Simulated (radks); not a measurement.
Initial-state core-level shifts of neutral indium when its valence configuration changes from [Kr] 4d10 5s2 5p1. All-electron calculation, Dirac Kohn-Sham, PBE, spin-unpolarised, spherical densities, finite nucleus; open shells fill j = l - 1/2 first; Fermi nuclear charge, rms radius 4.6156 fm. Program: a radial shooting solver on a logarithmic mesh with Libxc functionals. Shifts are changes of the shell-averaged eigenvalues in eV (positive: less bound); the change of the density at the nucleus, which sets a Mossbauer isomer shift, is in e/bohr^3, on a base of 1.748e+05.

4d9.5 5s2 5p1.5: 1s -3.484; 2p -3.644; 3p -3.576; 3d -3.595; density at nucleus +8.29
4d10 5s1 5p2: 1s -1.541; 2p -1.502; 3p -1.522; 3d -1.519; density at nucleus -27.69
4d9.5 5s1.5 5p2: 1s -4.219; 2p -4.362; 3p -4.304; 3d -4.322; density at nucleus -6.55
4d10 5p3: 1s -3.168; 2p -3.079; 3p -3.120; 3d -3.113; density at nucleus -58.57
4d9 5s2 5p2: 1s -7.003; 2p -7.343; 3p -7.189; 3d -7.231; density at nucleus +16.85
4d10 5s1.5 5p1.5: 1s -0.792; 2p -0.772; 3p -0.781; 3d -0.780; density at nucleus -13.46
4d9.5 5s0.5 5p3: 1s -5.832; 2p -5.928; 3p -5.890; 3d -5.905; density at nucleus -38.57
4d9 5s0.5 5p3.5: 1s -9.361; 2p -9.635; 3p -9.509; 3d -9.548; density at nucleus -34.08
4d10 5s0.5 5p2.5: 1s -2.372; 2p -2.308; 3p -2.338; 3d -2.333; density at nucleus -42.75
